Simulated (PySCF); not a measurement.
Consider `[GeH3][AsH2]` (AsGeH5). Coordinates in Å; atoms count from 1 in this order:
```
Ge   -0.8821    0.1027   -0.0577
As    1.4832    0.0053   -0.7154
H    -1.6766   -0.9185   -0.9054
H    -1.4211    1.5192   -0.3659
H    -1.1161   -0.2048    1.4405
H     1.7019   -1.3137    0.0382
H     1.9202    0.8218    0.5082
```

Level of theory: ωB97X-D3(BJ)/ma-def2-TZVP single points in PySCF, grid level 2; every species was optimised with B3LYP/6-31G*. ωB97X-D3(BJ) is ωB97X-V with D3(BJ) in place of VV10. Zero-point and thermal terms (298.15 K, 1 bar) come from unscaled B3LYP/6-31G* harmonic frequencies, with soft modes damped to free rotors in the entropy.

Task: What are the vertical and the adiabatic ionisation energy for forming the radical cation?

Result: 9.71 eV vertical and 8.86 eV adiabatic, the latter with zero-point energy.

Task: Where does the unpaired spin of the relaxed radical cation sit?

Result: As2 (arsenic) 0.95 (intrinsic atomic orbital populations).

Task: What oxidation potential follows in DMF (IEF-PCM), given that Fc+/Fc comes at 4.54 V absolute with this functional and basis?

Result: In the gas phase ΔG of oxidation is 8.832 eV, and solvation is -2.9 kJ/mol for the parent and -242.6 kJ/mol for the product, so the absolute potential is 6.35 V, or 1.81 V against Fc+/Fc. Fc+/Fc in DMF, 4.54 V, is ωB97X-D3(BJ)/ma-def2-TZVP on PBE0-D3(BJ)/def2-SVP structures with GFN2-xTB thermal terms. Benchmark calculations put it near 5.0 V in acetonitrile and DMSO, so it is about 0.5 V low, and the value against it can read up to that much too high. The solvent is electrostatics only, on gas-phase structures; the absolute scale refers to an electron at rest in vacuum.

Task: How far is −ε(HOMO) from the vertical value by ΔSCF?

Result: −ε(HOMO) = 9.76 eV, which is 0.04 eV above the ΔSCF value.

Caveats: spin-orbit coupling is left out of the energies, which matters for open shells on the heavier atoms; atoms from Ga to Kr are treated without relativity.

Differences come from unrounded values, so a last digit can differ from that of the printed terms.
